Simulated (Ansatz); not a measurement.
Reaction (ligand exchange at the Si–C bond): `C=CN[SiH2]C` + H₂S → `C=CN[SiH2]S` + CH₄

Gas-phase electronic energies from Ansatz, PBE0-D4/def2-TZVP geometries. CCSD(T)/CBS is the MP2 limit (def2-TZVPP, def2-QZVPP) plus CCSD(T) − MP2 in def2-TZVPP, frozen cores. This one scheme is used for every species. Each species was taken in one conformer, which may not be the lowest.

| species | SCS-MP2/def2-QZVPP energy (Eh) |
| --- | --- |
| `C=CN[SiH2]C` | -463.24526 |
| H₂S | -398.93269 |
| `C=CN[SiH2]S` | -821.76945 |
| CH₄ | -40.43589 |

Task: Work out ΔE.

Result: ΔE = (-821.76945) + (-40.43589) − (-463.24526) − (-398.93269) = -0.02739 Eh = -71.9 kJ/mol. CCSD(T)/CBS gives -70.8 kJ/mol.

Largest T1 diagnostic among the species: 0.012.
